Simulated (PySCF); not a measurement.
arsenic atom (As), quartet; PBE/6-31G* (PySCF).

Here is a job for PySCF.
```python
from pyscf import gto, scf, dft

mol = gto.M(
    atom='''
As    0.00000000    0.00000000    0.00000000
''',
    basis='6-31g*',
    spin=3,
    verbose=4,
)

mf = dft.UKS(mol)
mf.xc = 'pbe'
mf.diis_space = 12
mf.kernel()
```

What the program printed (banner, timings and long lists left out):

```
PySCF version 2.14.0

[INPUT] verbose = 4
[INPUT] num. atoms = 1
[INPUT] num. electrons = 33
[INPUT] charge = 0
[INPUT] spin (= nelec alpha-beta = 2S) = 3
[INPUT] symmetry False subgroup None
[INPUT] Mole.unit = angstrom
[INPUT] Symbol           X                Y                Z      unit          X                Y                Z       unit  Magmom
[INPUT]  1 As     0.000000000000   0.000000000000   0.000000000000 AA    0.000000000000   0.000000000000   0.000000000000 Bohr   0.0

nuclear repulsion = 0
number of shells = 12
number of NR pGTOs = 95
number of NR cGTOs = 32
basis = 6-31g*
ecp = {}

******** <class 'pyscf.dft.uks.UKS'> ********
method = UKS
initial guess = minao
damping factor = 0
level_shift factor = 0
DIIS = <class 'pyscf.scf.diis.CDIIS'>
diis_start_cycle = 1
diis_space = 12
diis_damp = 0
SCF conv_tol = 1e-09
SCF conv_tol_grad = None
SCF max_cycles = 50
direct_scf = True
direct_scf_tol = 1e-13
number electrons alpha = 18  beta = 15
XC library pyscf.dft.libxc version 7.1.2
    S. Lehtola, C. Steigemann, M. J. T. Oliveira, and M. A. L. Marques,  SoftwareX 7, 1–5 (2018)
XC functionals = pbe
    J. P. Perdew, K. Burke, and M. Ernzerhof,  Phys. Rev. Lett. 77, 3865 (1996)
    J. P. Perdew, K. Burke, and M. Ernzerhof,  Phys. Rev. Lett. 78, 1396 (1997)
    J. P. Perdew, K. Burke, and M. Ernzerhof,  Phys. Rev. Lett. 77, 3865 (1996)
    J. P. Perdew, K. Burke, and M. Ernzerhof,  Phys. Rev. Lett. 78, 1396 (1997)
radial grids:
    Treutler-Ahlrichs [JCP 102, 346 (1995); DOI:10.1063/1.469408] (M4) radial grids

becke partition: Becke, JCP 88, 2547 (1988); DOI:10.1063/1.454033
pruning grids: <function nwchem_prune>
grids dens level: 3
symmetrized grids: False
atomic radii adjust function: <function treutler_atomic_radii_adjust>
small_rho_cutoff = 0
Set gradient conv threshold to 3.16228e-05
tot grids = 20424
init E= -2234.37515289036

cycle= 1 E= -2235.18162598568  delta_E= -0.806  |g|= 0.155  |ddm|= 0.981
cycle= 2 E= -2235.18154004226  delta_E= 8.59e-05  |g|= 0.159  |ddm|= 0.116
cycle= 3 E= -2235.18504306019  delta_E= -0.0035  |g|= 0.00324  |ddm|= 0.069
cycle= 4 E= -2235.18504551247  delta_E= -2.45e-06  |g|= 0.000609  |ddm|= 0.00497
cycle= 5 E= -2235.18504571062  delta_E= -1.98e-07  |g|= 9.61e-05  |ddm|= 0.00163
cycle= 6 E= -2235.18504571642  delta_E= -5.81e-09  |g|= 2.77e-07  |ddm|= 0.000237
cycle= 7 E= -2235.18504571642  delta_E= 1.36e-12  |g|= 9.32e-10  |ddm|= 8.78e-07
Extra cycle  E= -2235.18504571642  delta_E= -1.82e-12  |g|= 7.56e-10  |ddm|= 2.9e-09
converged SCF energy = -2235.18504571642  <S^2> = 3.7503026  2S+1 = 4.0001513
```
